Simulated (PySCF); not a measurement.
A side-by-side comparison of computed properties.

First species: F3H5P2Si2.
SMILES with atom numbers: `[F:1][Si:2]([F:3])([F:4])[SiH:5]([PH2:6])[PH2:7]` (hydrogens: H8 on Si5; H9, H10 on P6; H11, H12 on P7)

Second species: C9H5N.
SMILES: `C#Cc1ccnc(C#C)c1`

Levels: wB97X-D/def2-SVPD for dipole moment, HOMO energy, LUMO energy, HOMO–LUMO gap, static isotropic polarisability and electronic spatial extent ⟨r²⟩ about the centre of nuclear charge; TDDFT wB97X-D/def2-SVPD for lowest singlet excitation; TDA wB97X-D/def2-SVPD for lowest triplet excitation (Tamm–Dancoff); GFN2-xTB for rotational constant A and rotational constant C. Geometries: GFN2-xTB. Each species is one conformer at its optimised geometry, gas phase, non-relativistic unless stated. Electronic properties by PySCF.

The conformers computed, where there is a choice (atom-mapped SMILES and torsion angles):
- `[F:1][Si:2]([F:3])([F:4])[SiH:5]([PH2:6])[PH2:7]`: F1–Si2–Si5–P6 -173°, H–P6–Si5–Si2 -52°, H–P6–Si5–Si2 40°, H–P7–Si5–Si2 76°, H–P7–Si5–Si2 169°

```json
{"property": "dipole moment", "column X": "2.14 D", "column Y": "3.06 D"}
{"property": "HOMO energy", "column X": "-9.10 eV", "column Y": "-9.70 eV"}
{"property": "LUMO energy", "column X": "-0.22 eV", "column Y": "0.48 eV"}
{"property": "HOMO–LUMO gap", "column X": "8.88 eV", "column Y": "10.18 eV"}
{"property": "lowest singlet excitation", "column X": "4.68 eV", "column Y": "6.10 eV"}
{"property": "lowest triplet excitation (Tamm–Dancoff)", "column X": "3.59 eV", "column Y": "5.15 eV"}
{"property": "static isotropic polarisability", "column X": "113.5 au", "column Y": "105.7 au"}
{"property": "electronic spatial extent ⟨r²⟩ about the centre of nuclear charge", "column X": "1529 bohr²", "column Y": "1830 bohr²"}
{"property": "rotational constant A", "column X": "2.871 GHz", "column Y": "1.379 GHz"}
{"property": "rotational constant C", "column X": "0.698 GHz", "column Y": "0.593 GHz"}
```

Q: Which column belongs to which species?

A: Column X is the second species and column Y the first. The first has 12 atoms and 90 electrons, the second 15 and 66.

Q: How does each property change from the first species to the second?

A: dipole moment -0.92 D; HOMO energy +0.60 eV; LUMO energy -0.70 eV; HOMO–LUMO gap -1.30 eV; lowest singlet excitation -1.42 eV; lowest triplet excitation (Tamm–Dancoff) -1.56 eV; static isotropic polarisability +7.8 au; electronic spatial extent ⟨r²⟩ about the centre of nuclear charge -301 bohr²; rotational constant A +1.492 GHz; rotational constant C +0.105 GHz.

On the first: In wavenumbers S1 is 49200 cm⁻¹ (1 eV = 8065.54 cm⁻¹). The polarisability is 15.66 Å³ as a volume (1 au = 0.148185 Å³), or 1.17 au for each of the 90 electrons.

On the second: A dipole of 2.14 D is allowed in Cs, and pure rotational transitions are dipole-allowed. The vertical singlet–triplet gap S1 − T1 is 1.09 eV (TDDFT singlet less Tamm–Dancoff triplet; S1: HOMO−2→LUMO, weight 0.95; T1: HOMO→LUMO, weight 0.52).
